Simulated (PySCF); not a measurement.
C₃H₉Sb, singlet, at a GFN2-xTB geometry (all electrons, no relativity); BLYP/STO-3G (PySCF).

Input for PySCF:
```python
from pyscf import gto, scf, dft

mol = gto.M(
    atom='''
Sb   -0.00673821    0.00740301    0.43142423
C     0.19254380   -1.82326529   -0.71473966
H     1.11761127   -2.32368584   -0.45225624
H     0.19814442   -1.59192199   -1.77443677
H    -0.63697105   -2.48620389   -0.49681510
C     1.48921748    1.04940145   -0.74378095
H     2.47603995    0.67127683   -0.50237513
H     1.45823690    2.11023739   -0.52301994
H     1.29510059    0.89708791   -1.80001401
C    -1.64668376    0.73532555   -0.78736976
H    -2.55198411    0.18722995   -0.55265593
H    -1.40872327    0.60197337   -1.83717977
H    -1.81427087    1.78768245   -0.58854042
''',
    basis='sto-3g',
    verbose=4,
)

mf = dft.RKS(mol)
mf.xc = 'blyp'
mf.grids.level = 0
mf.kernel()
```

It wrote (shortened):

```
PySCF version 2.14.0

[INPUT] verbose = 4
[INPUT] num. atoms = 13
[INPUT] num. electrons = 78
[INPUT] charge = 0
[INPUT] spin (= nelec alpha-beta = 2S) = 0
[INPUT] symmetry False subgroup None
[INPUT] Mole.unit = angstrom
[INPUT] Symbol           X                Y                Z      unit          X                Y                Z       unit  Magmom
[INPUT]  1 Sb    -0.006738210000   0.007403010000   0.431424230000 AA   -0.012733371470   0.013989661397   0.815273638201 Bohr   0.0
[INPUT]  2 C      0.192543800000  -1.823265290000  -0.714739660000 AA    0.363855048983  -3.445472050526  -1.350662207765 Bohr   0.0
[INPUT]  3 H      1.117611270000  -2.323685840000  -0.452256240000 AA    2.111979214027  -4.391129837130  -0.854640431726 Bohr   0.0
[INPUT]  4 H      0.198144420000  -1.591921990000  -1.774436770000 AA    0.374438686911  -3.008296572773  -3.353199520658 Bohr   0.0
[INPUT]  5 H     -0.636971050000  -2.486203890000  -0.496815100000 AA   -1.203700833777  -4.698244441928  -0.938844473548 Bohr   0.0
[INPUT]  6 C      1.489217480000   1.049401450000  -0.743780950000 AA    2.814213177115   1.983081335221  -1.405542292169 Bohr   0.0
[INPUT]  7 H      2.476039950000   0.671276830000  -0.502375130000 AA    4.679037378982   1.268529362466  -0.949351407493 Bohr   0.0
[INPUT]  8 H      1.458236900000   2.110237390000  -0.523019940000 AA    2.755668365735   3.987770724917  -0.988364444286 Bohr   0.0
[INPUT]  9 H      1.295100590000   0.897087910000  -1.800014010000 AA    2.447385418863   1.695250459558  -3.401533499280 Bohr   0.0
[INPUT] 10 C     -1.646683760000   0.735325550000  -0.787369760000 AA   -3.111781320169   1.389563901895  -1.487913205165 Bohr   0.0
[INPUT] 11 H     -2.551984110000   0.187229950000  -0.552655930000 AA   -4.822551042142   0.353813327816  -1.044368348817 Bohr   0.0
[INPUT] 12 H     -1.408723270000   0.601973370000  -1.837179770000 AA   -2.662101165602   1.137564803581  -3.471766606891 Bohr   0.0
[INPUT] 13 H     -1.814270870000   1.787682450000  -0.588540420000 AA   -3.428475060076   3.378230228191  -1.112180207036 Bohr   0.0

nuclear repulsion = 380.091269402411
number of shells = 29
number of NR pGTOs = 153
number of NR cGTOs = 51
basis = sto-3g
ecp = {}

******** <class 'pyscf.dft.rks.RKS'> ********
method = RKS
initial guess = minao
damping factor = 0
level_shift factor = 0
DIIS = <class 'pyscf.scf.diis.CDIIS'>
diis_start_cycle = 1
diis_space = 8
diis_damp = 0
SCF conv_tol = 1e-09
SCF conv_tol_grad = None
SCF max_cycles = 50
direct_scf = True
direct_scf_tol = 1e-13
XC library pyscf.dft.libxc version 7.1.2
    S. Lehtola, C. Steigemann, M. J. T. Oliveira, and M. A. L. Marques,  SoftwareX 7, 1–5 (2018)
XC functionals = blyp
    A. D. Becke,  Phys. Rev. A 38, 3098 (1988)
    C. Lee, W. Yang, and R. G. Parr,  Phys. Rev. B 37, 785 (1988)
    B. Miehlich, A. Savin, H. Stoll, and H. Preuss,  Chem. Phys. Lett. 157, 200 (1989)
radial grids:
    Treutler-Ahlrichs [JCP 102, 346 (1995); DOI:10.1063/1.469408] (M4) radial grids

becke partition: Becke, JCP 88, 2547 (1988); DOI:10.1063/1.454033
pruning grids: <function nwchem_prune>
grids dens level: 0
symmetrized grids: False
atomic radii adjust function: <function treutler_atomic_radii_adjust>
small_rho_cutoff = 0
Set gradient conv threshold to 3.16228e-05
Initial guess from minao.
tot grids = 11672
init E= -6353.54453026657
  HOMO = -0.499609369196626  LUMO = -0.24183638151836  gap/eV = 7.01436
cycle= 1 E= -6371.43612874256  delta_E= -17.9  |g|= 0.517  |ddm|= 4.18
  HOMO = -0.00889217932563868  LUMO = 0.229239198146291  gap/eV = 6.47988
cycle= 2 E= -6371.5160036267  delta_E= -0.0799  |g|= 0.302  |ddm|=  1.6
  HOMO = -0.101418757938203  LUMO = 0.142226103767996  gap/eV = 6.62991
cycle= 3 E= -6371.55513182969  delta_E= -0.0391  |g|= 0.0468  |ddm|= 0.572
  HOMO = -0.106215712278135  LUMO = 0.141264106501443  gap/eV = 6.73427
cycle= 4 E= -6371.55575198599  delta_E= -0.00062  |g|= 0.0197  |ddm|= 0.11
  HOMO = -0.104174090021048  LUMO = 0.141803305827748  gap/eV = 6.69339
cycle= 5 E= -6371.55592098991  delta_E= -0.000169  |g|= 0.00112  |ddm|= 0.0392
  HOMO = -0.104134881517614  LUMO = 0.14187640094592  gap/eV = 6.69431
cycle= 6 E= -6371.55592158557  delta_E= -5.96e-07  |g|= 7.69e-05  |ddm|= 0.00241
  HOMO = -0.104142443046322  LUMO = 0.141875283416042  gap/eV = 6.69448
cycle= 7 E= -6371.55592158834  delta_E= -2.77e-09  |g|= 1.29e-05  |ddm|= 0.000177
  HOMO = -0.104142731649447  LUMO = 0.141874227170656  gap/eV = 6.69446
cycle= 8 E= -6371.55592158834  delta_E= -1.82e-12  |g|= 1.08e-05  |ddm|= 3.82e-05
  HOMO = -0.104142811071596  LUMO = 0.141874264226859  gap/eV = 6.69447
Extra cycle  E= -6371.55592158831  delta_E= 2.73e-11  |g|= 1.7e-05  |ddm|= 4.57e-05
converged SCF energy = -6371.55592158831
```
